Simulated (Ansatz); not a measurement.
All numbers were calculated with Ansatz.

A structure relaxed at PBE0-D4/def2-TZVP, charge 0, multiplicity 1:

| atom | x (Å) | y (Å) | z (Å) |
| --- | --- | --- | --- |
| C1 | 0.691 | -1.372 | -0.214 |
| Mo2 | 0.287 | 0.593 | 0.414 |
| N3 | -1.473 | 1.026 | -0.197 |
| O4 | 0.393 | 0.548 | 2.082 |
| S5 | 1.775 | 1.795 | -0.489 |
| H6 | 0.650 | -1.431 | -1.304 |
| H7 | -0.059 | -2.037 | 0.224 |
| H8 | 1.684 | -1.670 | 0.128 |
| H9 | -1.664 | 1.535 | -1.050 |
| H10 | -2.284 | 1.013 | 0.407 |

Give its formula and SMILES.

CH5MoNOS, `[CH3][Mo]([NH2])(=[O])=[S]`.

Summarise the bond lengths by kind.

1 × C–Mo 2.102 Å; 3 × C–H 1.092 to 1.094 Å; 1 × Mo–N 1.913 Å; 1 × Mo–O 1.672 Å; 1 × Mo–S 2.115 Å; 2 × H–N 1.011 Å.
